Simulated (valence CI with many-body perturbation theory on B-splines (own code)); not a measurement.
**Yb XXIX: E2, M1 decay**

Level of theory: relativistic CI+MBPT: six valence electrons over a frozen Dirac-Fock core [Kr], radial functions for each j: 7 s, 7 p, 8 d, 6 f, 4 g, 1 h, with the one-electron correlation potential Σ1, the two-electron term Σ2, the three-electron term Σ3, Breit, model QED; selected CI, second order for the rest, scaled by the run's own slope (own B-spline code, finite nucleus).

No measured spectrum was set against this ion. As an estimate, large intervals hold to a few tenths of a per cent, small ones and those within an open d or f shell to about a per cent. Core correlation moves these levels by up to 8200 cm⁻¹, and in measured spectra 5 to 20 % of such shifts remained as error; rates that hang on mixing are uncertain with them. Among the levels kept, up to 780 cm⁻¹ of a level comes from second order outside the variational space, and about a tenth of that is noise between levels of different J, which matters for small intervals. Only levels of the ground parity were solved; by the run's estimate the other parity begins above the list, which can be wrong where configurations are misplaced.

Lines 51 to 100 of 120 in falling wavelength, among levels below 57.156 eV, chosen from the decays that carry over 1 % of a level's rate. Wavelengths and rates use the calculated energies. Electric multipoles are in the length gauge, E1 and E2 with the static RPA response of the core. S is in atomic units (e²a₀⁴ for E2 and M2, e²a₀⁶ for E3), for M1 in squared Bohr magnetons. Weak lines are less certain than strong ones. Lines between different terms over intervals too small for the method are left out, as are lines whose strength nearly cancels. The highest levels of a list are the least certain.

Levels are named by their leading jj configuration (3d3/2^4 stands for four electrons in 3d with j = 3/2), which in mixed levels can hold well under half, so a name can repeat and another be missing. Letters in brackets count levels of one name in rising energy.

```
λ vac (Å)                      Upper                      Lower  Type   A (s⁻¹)  S (a.u.)
     1009      (4d3/2^2 4d5/2^4) J=5      (4d3/2^3 4d5/2^3) J=5    M1  5.31e+03  2.23e+00
     1009  (4d3/2^2 4d5/2^4) J=0 [a]  (4d3/2^3 4d5/2^3) J=1 [a]    M1  4.31e+04  1.64e+00
    997.7  (4d3/2^2 4d5/2^4) J=2 [c]  (4d3/2^3 4d5/2^3) J=3 [c]    M1  8.91e+03  1.64e+00
    983.7  (4d3/2^3 4d5/2^3) J=1 [b]      (4d3/2^4 4d5/2^2) J=0    M1  6.26e+03  6.63e-01
    970.9  (4d3/2^2 4d5/2^4) J=2 [a]  (4d3/2^3 4d5/2^3) J=3 [a]    M1  2.56e+04  4.35e+00
    953.7        (4d3/2 4d5/2^5) J=2  (4d3/2^2 4d5/2^4) J=2 [b]    M1  8.12e+03  1.31e+00
    938.7  (4d3/2^3 4d5/2^3) J=2 [a]      (4d3/2^4 4d5/2^2) J=2    M1  1.13e+04  1.73e+00
    934.7        (4d3/2 4d5/2^5) J=1  (4d3/2^2 4d5/2^4) J=0 [a]    M1  1.39e+04  1.26e+00
    922.2      (4d3/2^2 4d5/2^4) J=1  (4d3/2^3 4d5/2^3) J=2 [a]    M1  3.25e+03  2.83e-01
    915.2      (4d3/2^2 4d5/2^4) J=6      (4d3/2^3 4d5/2^3) J=6    M1  8.50e+03  3.14e+00
    914.7  (4d3/2^2 4d5/2^4) J=4 [c]  (4d3/2^3 4d5/2^3) J=3 [c]    M1  8.58e+03  2.19e+00
    912.0  (4d3/2^2 4d5/2^4) J=4 [a]  (4d3/2^3 4d5/2^3) J=4 [a]    M1  2.68e+04  6.77e+00
    908.7  (4d3/2^3 4d5/2^3) J=3 [b]      (4d3/2^4 4d5/2^2) J=2    M1  1.45e+03  2.82e-01
    903.2      (4d3/2^3 4d5/2^3) J=5      (4d3/2^4 4d5/2^2) J=4    M1  3.31e+03  9.94e-01
    900.9      (4d3/2^2 4d5/2^4) J=6      (4d3/2^3 4d5/2^3) J=5    M1  3.72e+03  1.31e+00
    896.9        (4d3/2 4d5/2^5) J=4  (4d3/2^2 4d5/2^4) J=3 [b]    M1  8.76e+03  2.11e+00
    895.0  (4d3/2^2 4d5/2^4) J=2 [c]  (4d3/2^3 4d5/2^3) J=1 [b]    M1  5.62e+03  7.46e-01
    889.2      (4d3/2^3 4d5/2^3) J=6      (4d3/2^4 4d5/2^2) J=4    E2  2.33e-01  1.50e-03
    888.5  (4d3/2^2 4d5/2^4) J=4 [b]  (4d3/2^3 4d5/2^3) J=3 [b]    M1  3.39e+03  7.92e-01
    884.7        (4d3/2 4d5/2^5) J=2      (4d3/2^2 4d5/2^4) J=1    M1  1.36e+04  1.75e+00
    884.3  (4d3/2^2 4d5/2^4) J=2 [b]  (4d3/2^3 4d5/2^3) J=3 [b]    M1  5.22e+03  6.70e-01
    874.8  (4d3/2^2 4d5/2^4) J=2 [c]  (4d3/2^3 4d5/2^3) J=2 [b]    M1  1.06e+04  1.32e+00
    864.8        (4d3/2 4d5/2^5) J=1  (4d3/2^2 4d5/2^4) J=2 [a]    M1  5.33e+04  3.83e+00
    857.6  (4d3/2^2 4d5/2^4) J=2 [b]  (4d3/2^3 4d5/2^3) J=2 [a]    M1  9.22e+03  1.08e+00
    845.1  (4d3/2^2 4d5/2^4) J=4 [c]  (4d3/2^3 4d5/2^3) J=4 [b]    M1  6.55e+03  1.32e+00
    843.2  (4d3/2^2 4d5/2^4) J=3 [a]  (4d3/2^3 4d5/2^3) J=4 [a]    M1  1.10e+04  1.71e+00
    832.3  (4d3/2^2 4d5/2^4) J=4 [a]  (4d3/2^3 4d5/2^3) J=3 [a]    M1  6.26e+02  1.20e-01
    830.1      (4d3/2^2 4d5/2^4) J=5  (4d3/2^3 4d5/2^3) J=4 [a]    M1  8.33e+02  1.94e-01
    797.8        (4d3/2 4d5/2^5) J=4      (4d3/2^2 4d5/2^4) J=5    M1  1.74e+04  2.95e+00
    786.1        (4d3/2 4d5/2^5) J=4  (4d3/2^2 4d5/2^4) J=3 [a]    M1  7.29e+02  1.18e-01
    783.7        (4d3/2 4d5/2^5) J=3  (4d3/2^2 4d5/2^4) J=3 [b]    M1  6.85e+03  8.56e-01
    774.7  (4d3/2^2 4d5/2^4) J=3 [a]  (4d3/2^3 4d5/2^3) J=3 [a]    M1  1.37e+04  1.66e+00
    773.8  (4d3/2^3 4d5/2^3) J=3 [b]      (4d3/2^4 4d5/2^2) J=4    M1  7.67e+03  9.22e-01
    763.0  (4d3/2^2 4d5/2^4) J=4 [b]      (4d3/2^3 4d5/2^3) J=5    M1  1.24e+04  1.83e+00
    744.6  (4d3/2^2 4d5/2^4) J=3 [b]  (4d3/2^3 4d5/2^3) J=4 [a]    M1  3.03e+03  3.24e-01
    734.4        (4d3/2 4d5/2^5) J=4  (4d3/2^2 4d5/2^4) J=4 [a]    M1  2.93e+04  3.87e+00
    733.6      (4d3/2^3 4d5/2^3) J=0      (4d3/2^4 4d5/2^2) J=2    E2  9.37e+01  1.78e-02
    722.9  (4d3/2^3 4d5/2^3) J=2 [b]      (4d3/2^4 4d5/2^2) J=2    M1  1.75e+03  1.22e-01
    718.3        (4d3/2 4d5/2^5) J=2  (4d3/2^2 4d5/2^4) J=3 [a]    M1  2.03e+04  1.39e+00
    714.4        (4d3/2 4d5/2^5) J=1  (4d3/2^3 4d5/2^3) J=2 [b]    M1  1.24e+04  5.01e-01
    709.7  (4d3/2^3 4d5/2^3) J=1 [b]      (4d3/2^4 4d5/2^2) J=2    M1  1.44e+03  5.72e-02
    704.3        (4d3/2 4d5/2^5) J=1      (4d3/2^3 4d5/2^3) J=0    M1  1.33e+03  5.15e-02
    701.2  (4d3/2^2 4d5/2^4) J=2 [c]  (4d3/2^3 4d5/2^3) J=3 [b]    M1  1.85e+03  1.18e-01
    700.5      (4d3/2^2 4d5/2^4) J=1  (4d3/2^3 4d5/2^3) J=1 [a]    M1  9.70e+03  3.71e-01
    697.8        (4d3/2 4d5/2^5) J=3  (4d3/2^2 4d5/2^4) J=3 [a]    M1  1.83e+04  1.61e+00
    690.6  (4d3/2^2 4d5/2^4) J=3 [b]  (4d3/2^3 4d5/2^3) J=3 [a]    M1  2.93e+02  2.50e-02
    684.4  (4d3/2^2 4d5/2^4) J=2 [c]  (4d3/2^3 4d5/2^3) J=2 [a]    M1  1.87e+03  1.11e-01
    656.1  (4d3/2^3 4d5/2^3) J=3 [c]      (4d3/2^4 4d5/2^2) J=2    M1  3.13e+03  2.29e-01
    628.3  (4d3/2^2 4d5/2^4) J=2 [d]  (4d3/2^3 4d5/2^3) J=3 [c]    M1  5.93e+03  2.73e-01
    615.0  (4d3/2^3 4d5/2^3) J=4 [b]      (4d3/2^4 4d5/2^2) J=4    M1  3.23e+02  2.51e-02
```
